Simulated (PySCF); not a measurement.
Two-component Hartree-Fock for Mo (molybdenum, neutral)

Start: [Kr] 4d4 5s1 5p1; 4d5/2 filled at m_j = -1/2, +1/2, +3/2, +5/2; 5s1/2 filled at m_j = +1/2; 5p3/2 filled at m_j = +3/2. Calculated with PySCF 2.14 in x2c-SVPall-2c with one added diffuse shell each of s, p, d type (7s9p7d1f, 76 functions): generalised Hartree-Fock with the X2C-1e Hamiltonian and a Gaussian nucleus; one run each with spin-orbit coupling (SO) switched off, then screened by Boettger's factors. This is a chosen level, not necessarily the ground level.

| spinor shell | electrons | ε, spin-free (eV) | ε, screened SO (eV) | weight of nominal j (screened SO) | rms radius, screened SO (bohr) |
| --- | --- | --- | --- | --- | --- |
| 1s1/2 | 2 | -20108.5 | -20107.6 | 1.000 | 0.0404 |
| 2s1/2 | 2 | -2918.4 | -2918.2 | 1.000 | 0.166 |
| 2p1/2 | 2 | -2603.7 | -2677.4 | 1.000 | 0.145 |
| 2p3/2 | 4 | -2603.7 | -2569.2 | 1.000 | 0.149 |
| 3s1/2 | 2 | -532.75 | -532.75 | 1.000 | 0.456 |
| 3p1/2 | 2 | -426.57 | -439.23 | 1.000 | 0.455 |
| 3p3/2 | 4 | -426.57 | -420.70 | 1.000 | 0.465 |
| 3d3/2 | 4 | -253.74 | -255.83 | 0.975 | 0.452 |
| 3d5/2 | 6 | -253.74 | -252.39 | 0.983 | 0.455 |
| 4s1/2 | 2 | -83.542 | -83.591 | 1.000 | 1.18 |
| 4p1/2 | 2 | -52.025 | -55.795 | 0.684 | 1.32 |
| 4d5/2 | 4 | -13.243 | -13.265 | 0.676 | 1.98 |
| 5s1/2 | 1 | -9.058 | -9.073 | 0.998 | 3.67 |
| 5p3/2 | 1 | -4.986 | -4.932 | 1.000 | 4.71 |

Problem. Where does 4p3/2 lie, and what is the 4p spin-orbit splitting (screened SO)?

Solution. At -50.280 eV, 5.516 eV above 4p1/2.

```csv
quantity,spin-free,screened SO
E (hartree),-4045.49915,-4045.95023
M_J,6,6
⟨J²⟩,42.017,42.018
⟨L²⟩,12.015,12.053
⟨S²⟩,12.002,11.989
```

Each row is a mean over spinors that exchange with the open shell spreads, by up to 8.404 eV (4p3/2).

Rows whose weight is well below 1 are mixtures of j = l ± 1/2: exchange outweighs spin-orbit coupling there, and the label is only the starting occupation.

Breit and QED terms are absent; they matter most for the inner s and p1/2 levels.

Densities and radii are taken from the X2C orbitals without a picture-change correction, which distorts them close to the nucleus.

Without spin-orbit coupling the j labels of p, d and f shells carry no meaning; the spin-free column gives the mean over the occupied spinors of each nl shell.
